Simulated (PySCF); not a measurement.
Species: C7H11FSSi.
Atom-mapped SMILES: `[CH3:1]/[CH:2]=[C:3]1/[SiH2:4][C@@H:5]([C:6]([CH3:7])=[S:8])[C@@H:9]1[F:10]`

Definitions: NICS(0) = −σiso at the ring centroid; NICS(1) = −σiso and NICS(1)zz = −σzz at ±1 Å along the ring normal z. Level: GIAO PBE0/pcSseg-1 (PySCF, non-relativistic, gas phase) on the GFN2-xTB geometry, one conformer.

Ring bond lengths (Å), with Mayer bond orders in brackets: C3–Si4 1.879 (0.91), Si4–C5 1.962 (0.78), C5–C9 1.535 (0.98), C9–C3 1.515 (0.98).

**Question.** What do the NICS probes read (ppm)?

**Answer.** 
```
        ring                                              type  NICS(0)  NICS(1), two faces  NICS(1)zz, two faces  rms pucker (Å)  centre to ring atoms, mean (Å)
C3–Si4–C5–C9  4-membered ring with Si; formal bonds all single      0.4         -2.1 / -1.1             1.4 / 3.8            0.04                            1.21
```

**Question.** What do they say, and how far can they be read as aromaticity?

**Answer.** 
- C3–Si4–C5–C9: mean NICS(1)zz 2.6 ppm, near zero. Si4, C5, C9 have four or more neighbours; no verdict on aromaticity is drawn.

Shape of the structure used: `[CH3:1]/[CH:2]=[C:3]1/[SiH2:4][C@@H:5]([C:6]([CH3:7])=[S:8])[C@@H:9]1[F:10]`: Si4–C5–C6–C7 -97°.
